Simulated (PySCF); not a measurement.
**Working out the ionisation energy of F⁺**

F⁺ [He] 2s2 2p4 (3P) → F²⁺ [He] 2s2 2p3 (4S). Calculation: PySCF 2.14, in aug-cc-pCVTZ-DK with one added diffuse shell each of s, p, d, f type (8s7p5d3f, 75 functions); the spin-free X2C one-electron Hamiltonian (Gaussian nucleus). Frozen: nothing. Energies in hartree (1 hartree = 27.21139 eV):

| part | F⁺ (lower) | F²⁺ (upper) |
| --- | --- | --- |
| UHF | -98.918541 | -97.692291 |
| MP2 opposite-spin | -0.160840 | -0.120627 |
| MP2 same-spin | -0.043833 | -0.037124 |

**Question.** What does Hartree-Fock give?

**Answer.** (-97.692291) − (-98.918541) = 1.226250 hartree = 33.368 eV.

**Question.** What do MP2 and SCS-MP2 (6/5 opposite-spin, 1/3 same-spin) give?

**Answer.** The opposite-spin parts differ by 1.094 eV and the same-spin parts by 0.183 eV. MP2: 33.368 + (1.094) + (0.183) = 34.645 eV. SCS-MP2: 33.368 + 1.2 × (1.094) + (0.183)/3 = 34.742 eV.

Measured between the centres of the two terms (NIST): 34.950 eV, so MP2 (valence and next inner shell) is off by -0.305 eV.

What remains against the reference includes basis incompleteness and correlation beyond second order.
